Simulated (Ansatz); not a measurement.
Harmonic frequencies (cm⁻¹) at PBE0-D4/def2-TZVP from Ansatz: 213, 233, 382, 420, 526, 596, 686, 893, 930, 1069, 1134, 1197, 1376, 1402, 1467, 1475, 1922, 3030, 3065, 3109, 3147.

(1) Which molecule is it?
A. `N/C(O)=N\C=O`
B. `C[CH]1[O][SbH]1`
C. `C#CSC`
D. `[SiH3]SCS`

## Answers

(1) B.
